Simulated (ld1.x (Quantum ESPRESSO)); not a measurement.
Scattering properties, ultrasoft potential for N

ld1.x (Quantum ESPRESSO) 7.5 input, shortened:

```
&input
   title='N', zed=7., rel=0, dft='PBE', iswitch=3,
   config='[He] 2s2 2p3 3d-2'
 /
 &inputp
   pseudotype=3, tm=.true., lloc=-1, rcloc=1.60,
   nlcc=.true., rcore=1.15,
   which_augfun='PSQ', rmatch_augfun_nc=.true.
 /
6
2S  1  0   2.00   0.00  1.00  1.30  0.0
2S  1  0   0.00   0.30  1.00  1.30  0.0
2P  2  1   3.00   0.00  1.30  1.75  0.0
2P  2  1   0.00   4.00  1.30  1.75  0.0
3D  3  2  -2.00   0.50  1.20  1.50  0.0
3D  3  2  -2.00   1.75  1.20  1.50  0.0
 &test
   configts(1)='2s2 2p3'
 /
```

The phase is arctan(r·u′/u) with u = r·R(r), unwrapped; energies in Ry, scanned from -3 to 5 Ry. A pole is an energy at which the radial function vanishes at the test radius. The pseudo phase is shifted by a multiple of π to meet the all-electron one at the reference energy, and phase errors are pseudo minus all-electron; the curves can meet again beyond the range given. Levels narrower than the energy grid can be missing from the lists of poles.

Problem. For each channel, where are the poles, and over which energies does the pseudopotential scatter like the atom?

Solution.

```csv
channel,radius (bohr),reference energy (Ry),"poles, all-electron","poles, pseudo",unbroken range about the reference energy with phases within 0.05 rad,phase error 1 Ry above the reference energy (rad)
s,1.91,-1.36,-0.44,-0.44,the whole range,-0.000
p,1.91,-0.52,0.38,0.39,the whole range,+0.004
d,1.91,0.50,none,none,the whole range,+0.000
```

Phases in the p channel:

```
E (Ry)  all-electron  pseudo
 -3.00         1.230   1.236
 -2.76         1.210   1.215
 -2.52         1.184   1.190
 -2.28         1.152   1.157
 -2.04         1.109   1.115
 -1.80         1.051   1.058
 -1.56         0.965   0.972
 -1.32         0.826   0.834
 -1.08         0.572   0.579
 -0.84         0.071   0.076
 -0.60        -0.627  -0.627
 -0.36        -1.099  -1.098
 -0.12        -1.340  -1.338
  0.12        -1.476  -1.473
  0.36        -1.565  -1.561
  0.60        -1.629  -1.625
  0.84        -1.680  -1.675
  1.08        -1.724  -1.719
  1.32        -1.765  -1.759
  1.56        -1.805  -1.799
  1.80        -1.846  -1.840
  2.04        -1.890  -1.884
  2.28        -1.940  -1.934
  2.52        -2.000  -1.994
  2.76        -2.073  -2.067
  3.00        -2.167  -2.161
  3.24        -2.292  -2.288
  3.48        -2.466  -2.462
  3.72        -2.707  -2.705
  3.96        -3.022  -3.022
  4.20        -3.372  -3.371
  4.44        -3.687  -3.683
  4.68        -3.926  -3.919
  4.92        -4.097  -4.088
```
